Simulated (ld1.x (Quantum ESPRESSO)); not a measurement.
**Co: excitation energies, all-electron against TM**

| Quantity | Value |
| --- | --- |
| Element | cobalt |
| Generator | ld1.x (Quantum ESPRESSO) 7.5 |
| Type | norm-conserving Troullier–Martins (Kleinman–Bylander form) |
| Functional | LDA (PZ) |
| Relativity | fully relativistic |
| Frozen core | [Ar] |
| Valence charge | 9 |
| Reference configuration | 3d7 4s1.75 4p0.25 |
| Partial waves | 4s (bound): rc 2.10 bohr; 4p (bound): rc 2.25 bohr; 3d (bound): rc 1.75 bohr; 4f channel at 0.35 Ry: rc 2.15 bohr |
| Local potential | all-electron potential smoothed inside 1.35 bohr (lloc = -1) |
| Core correction | Bessel-smoothed model core inside 1.65 bohr |

Open shells are filled in proportion to 2j + 1 (rel_dist='average').

Energies are relative to the spin-unpolarised reference configuration 3d7 4s1.75 4p0.25; without spin polarisation the order of configurations can differ from experiment.

(1) Give the all-electron excitation energy and the error of the potential for: 3d7 4s2 4p0; 3d7 4s1 4p0; 3d7 4s0 4p0; 3d6 4s2 4p0; 3d7 4s1 4p1; 3d7.5 4s1.5 4p0; 3d8 4s1 4p0.

Note: ghost state, extra bound levels that the all-electron valence spectrum of the same l lacks: s at -37.0 eV. A true bound ghost makes a file unfit for plane-wave use.

## Answers

(1)

| valence configuration | charge | ΔE all-electron (eV) | error AE − PS (meV) |
| --- | --- | --- | --- |
| 3d7 4s2 4p0 | 0 | -1.080 | -0.1 |
| 3d7 4s1 4p0 | +1 | 8.216 | -3.3 |
| 3d7 4s0 4p0 | +2 | 25.301 | -24 |
| 3d6 4s2 4p0 | +1 | 14.380 | -157 |
| 3d7 4s1 4p1 | 0 | 3.349 | -0.3 |
| 3d7.5 4s1.5 4p0 | 0 | -2.060 | -28 |
| 3d8 4s1 4p0 | 0 | -2.318 | -93 |
